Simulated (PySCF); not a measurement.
Species: C₉H₁₀SSi.
SMILES with atom numbers: `[SiH3:1][S:2][C:3]1=[CH:4][CH2:5][c:6]2[cH:7][cH:8][cH:9][cH:10][c:11]21` (hydrogens: H12, H13, H14 on Si1; H15 on C4; H16, H17 on C5; H18 on C7; H19 on C8; H20 on C9; H21 on C10)

Geometry (PBE0-D3(BJ)/def2-SVP, Å), atoms numbered from 1 in this order:
```xyz
21
C9H10SSi angstrom
Si     3.7624   -0.6858    0.7354
S      1.9358    0.4038    1.0247
C      0.7239   -0.7953    0.5837
C      0.8482   -2.0837    0.1856
C     -0.5016   -2.6879   -0.0685
C     -1.4450   -1.5613    0.2386
C     -2.8314   -1.5028    0.1893
C     -3.4661   -0.3046    0.5299
C     -2.7221    0.8146    0.9130
C     -1.3289    0.7629    0.9659
C     -0.6995   -0.4329    0.6264
H      3.9187   -1.1184   -0.6849
H      3.8237   -1.8881    1.6180
H      4.8278    0.2876    1.1049
H      1.7790   -2.6374    0.0591
H     -0.6071   -3.0407   -1.1105
H     -0.6873   -3.5683    0.5734
H     -3.4193   -2.3745   -0.1101
H     -4.5564   -0.2421    0.4962
H     -3.2385    1.7413    1.1745
H     -0.7444    1.6362    1.2655
```

Computed with PySCF at PBE0/pcSseg-1, non-relativistic, on one gas-phase PBE0-D3(BJ)/def2-SVP geometry that isn't relaxed in the solvent. The solvent is an IEF-PCM continuum (Bondi radii, 1.10 Å for H, scaled by 1.2). Only the electrostatic response of the medium enters.

```csv
run,E − E(gas) (kcal/mol),HOMO (eV),HOMO–LUMO gap (eV),dipole (D)
gas,0.00,-6.26,5.37,1.68
P,-1.93,-6.26,5.38,2.05
Q,-3.93,-6.31,5.40,2.47
```

Problem. The runs were made in benzene and dichloromethane. Which run belongs to which solvent?

Solution. P = benzene, Q = dichloromethane. The dielectric constants are 2.271 (benzene), 8.93 (dichloromethane), and the energy falls further as ε rises. In this model the ground state sees the solvent through ε alone.

Problem. How constant is the ratio of the lowering to (ε − 1)/(2ε + 1)?

Solution. 
```
        solvent  (ε − 1)/(2ε + 1)  E − E(gas) (kcal/mol)  ratio (kcal/mol)  polarisation term (kcal/mol)
        benzene             0.229                  -1.93              -8.4                         -2.07
dichloromethane             0.420                  -3.93              -9.3                         -4.56
```

The ratio changes by +11.1 % in size from benzene to dichloromethane. The polarisation term is half the interaction of the solute with the induced surface charges.
